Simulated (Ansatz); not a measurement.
Cartesian coordinates (Å):
```xyz
9

C      1.8500     0.3238    -0.4272
C      0.6284    -0.1254    -0.4104
C     -0.5948    -0.5814    -0.3464
N     -1.7704     0.1730    -0.4242
H      2.4385     0.3486    -1.3415
H      2.3357     0.6928     0.4736
H     -0.7487    -1.6390    -0.1478
H     -1.6267     1.1033    -0.7879
H     -2.5120    -0.2957    -0.9225
```
Charge 0, spin multiplicity 1.

The numbers are results of frozen-core CCSD(T)/def2-TZVPP // PBE0-D3(BJ)/def2-TZVP (Ansatz, an electronic-structure program), not measurements.

```yaml
HF energy: -170.95968 Ha
MP2 correlation energy: -0.68508 Ha
```

**Question.** Estimate the CCSD correlation energy, the (T) correction, the total energy and the T1 diagnostic.

**Answer.** 
```yaml
CCSD correlation energy: -0.71386 Ha
"(T) correction": -0.03318 Ha
CCSD(T) total energy: -171.70672 Ha
T1 diagnostic: 0.012
```
